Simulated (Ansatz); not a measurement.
Pulling on the O3–H4 bond in GaH3O2 (SMILES [OH][GaH][OH]) (multiplicity 1 held, fragments rigid). Energies count from the point at 0.963 Å.
Geometry at that point (charge 0, multiplicity 1):
```
atom    x (Å)    y (Å)    z (Å)
----  -------  -------  -------
Ga    -0.2440  -0.1775  -0.1512
H     -1.3542  -1.0163  -0.8271
O      0.0204   1.5378  -0.5766
H      0.7423   1.9403  -0.0819
O      0.9023  -0.7560   1.1056
H      0.7953  -1.6758   1.3651
```

Restricted levels (R-, RO-) in cc, def2 and unpolarised 6-31G sets keep to the state of the molecule at rest. Unrestricted levels (U-) break spin symmetry where that is lower. Active spaces are followed from a long bond inwards. Levels need not reach the same state.

Correlated levels freeze the cores. Filled d and f shells under p-block atoms count as core.

Codes used: Ansatz (a quantum-chemistry and plane-wave program) with Gaussian orbitals. Each number belongs to the level named beside it.

Energies in eV.

| R (Å) | R-MP2/cc-pVDZ | U-MP2/cc-pVDZ | R-SCS-MP2/cc-pVDZ | U-SCS-MP2/cc-pVDZ | CASSCF(4,3)/cc-pVDZ | FIC-MRCISD+Q on CASSCF(4,3)/cc-pVDZ |
|---|---|---|---|---|---|---|
| 0.771 | 1.66 | 1.66 | 1.66 | 1.66 | 1.62 | 1.63 |
| 0.867 | 0.34 | 0.34 | 0.34 | 0.34 | 0.32 | 0.33 |
| 0.963 | 0.00 | 0.00 | 0.00 | 0.00 | 0.00 | 0.00 |
| 1.060 | 0.18 | 0.18 | 0.18 | 0.18 | 0.18 | 0.18 |
| 1.156 | 0.62 | 0.62 | 0.61 | 0.61 | (withheld) | 0.62 |
| 1.300 | 1.48 | 1.48 | 1.46 | 1.46 | (withheld) | 1.46 |
| 1.445 | 2.37 | 2.96 | 2.34 | 2.95 | (withheld) | 2.30 |
| 1.686 | 3.70 | 4.49 | 3.63 | 4.46 | 3.15 | 3.47 |
| 1.927 | 4.72 | 4.98 | 4.60 | 4.93 | 3.78 | 4.23 |
| 2.216 | 5.54 | 5.16 | 5.36 | 5.10 | 4.16 | 4.71 |
| 2.601 | 6.06 | 5.23 | 5.76 | 5.16 | 4.35 | 4.95 |
| 3.082 | 6.03 | 5.25 | 5.55 | 5.18 | 4.40 | 5.03 |

Question: Some entries are withheld; supply them.

Answer: 
- 1.300, CASSCF(4,3)/cc-pVDZ: 1.38
- 1.156, CASSCF(4,3)/cc-pVDZ: 0.59
- 1.445, CASSCF(4,3)/cc-pVDZ: 2.14

Doubts at one or more of the structures used: a restricted determinant that unrestricted orbitals would lower (R-MP2/cc-pVDZ, R-SCS-MP2/cc-pVDZ); a spin-contaminated determinant (U-MP2/cc-pVDZ, U-SCS-MP2/cc-pVDZ); active orbitals that take no part (CASSCF(4,3)/cc-pVDZ, FIC-MRCISD+Q on CASSCF(4,3)/cc-pVDZ).
